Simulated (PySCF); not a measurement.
# Bond curve of BaSi

Set-up: PySCF, spin-free X2C with a Gaussian nucleus, basis sets Ba x2c-TZVPPall, Si x2c-TZVPPall. Energies in eV from Ba + Si in their ground configurations at the same level. State: Ms = 1 determinant of mixed spin (⟨S²⟩ near 2.7), unpaired electrons π ↑↑.

All columns are PBE0. A positive dipole means Ba(−)Si(+).

```json
{"R (Å)": "2.607", "E (eV)": "-1.454", "μ (D)": "-3.16", "Mulliken charge on Ba (basis-dependent)": "0.42", "HOMO (eV)": "-3.38", "LUMO (eV)": "-2.09", "Mayer bond order": "1.73", "⟨S²⟩": "2.55"}
{"R (Å)": "2.728", "E (eV)": "-1.769", "μ (D)": "-3.47", "Mulliken charge on Ba (basis-dependent)": "0.41", "HOMO (eV)": "-3.49", "LUMO (eV)": "-1.98", "Mayer bond order": "1.63", "⟨S²⟩": "2.59"}
{"R (Å)": "2.849", "E (eV)": "-1.943", "μ (D)": "-3.80", "Mulliken charge on Ba (basis-dependent)": "0.40", "HOMO (eV)": "-3.58", "LUMO (eV)": "-1.90", "Mayer bond order": "1.53", "⟨S²⟩": "2.64"}
{"R (Å)": "2.940", "E (eV)": "-2.005", "μ (D)": "-4.06", "Mulliken charge on Ba (basis-dependent)": "0.39", "HOMO (eV)": "-3.65", "LUMO (eV)": "-1.94", "Mayer bond order": "1.46", "⟨S²⟩": "2.67"}
{"R (Å)": "3.031", "E (eV)": "-2.022", "μ (D)": "-4.34", "Mulliken charge on Ba (basis-dependent)": "0.38", "HOMO (eV)": "-3.72", "LUMO (eV)": "-1.97", "Mayer bond order": "1.40", "⟨S²⟩": "2.69"}
{"R (Å)": "3.122", "E (eV)": "-2.005", "μ (D)": "-4.63", "Mulliken charge on Ba (basis-dependent)": "0.38", "HOMO (eV)": "-3.78", "LUMO (eV)": "-2.01", "Mayer bond order": "1.35", "⟨S²⟩": "2.71"}
{"R (Å)": "3.243", "E (eV)": "-1.943", "μ (D)": "-5.03", "Mulliken charge on Ba (basis-dependent)": "0.37", "HOMO (eV)": "-3.86", "LUMO (eV)": "-2.07", "Mayer bond order": "1.28", "⟨S²⟩": "2.72"}
{"R (Å)": "3.395", "E (eV)": "-1.824", "μ (D)": "-5.55", "Mulliken charge on Ba (basis-dependent)": "0.37", "HOMO (eV)": "-3.95", "LUMO (eV)": "-2.14", "Mayer bond order": "1.20", "⟨S²⟩": "2.74"}
{"R (Å)": "3.577", "E (eV)": "-1.646", "μ (D)": "-6.16", "Mulliken charge on Ba (basis-dependent)": "0.38", "HOMO (eV)": "-4.06", "LUMO (eV)": "-2.23", "Mayer bond order": "1.12", "⟨S²⟩": "2.74"}
{"R (Å)": "3.819", "E (eV)": "-1.388", "μ (D)": "-6.93", "Mulliken charge on Ba (basis-dependent)": "0.39", "HOMO (eV)": "-4.18", "LUMO (eV)": "-2.35", "Mayer bond order": "1.02", "⟨S²⟩": "2.73"}
```

A fit through these points gives, at Re = 3.027 Å, μ = -4.33 D and dμ/dR = -3.13 D/Å; the reduced mass is 23.26 u.

Question: How strong is the fundamental in the double-harmonic approximation, I = 42.26·(dμ/dR)²/μred km/mol?

Answer: I = 42.26·(-3.13)²/23.26 = 17.8 km/mol at PBE0.

⟨S²⟩ of the unrestricted solution departs from its pure value on part of the curve, where spin states mix. Spin–orbit coupling is left out, which matters for elements this heavy, above all for dissociation energies. The state was picked by a PBE0 search and need not be the measured ground state.
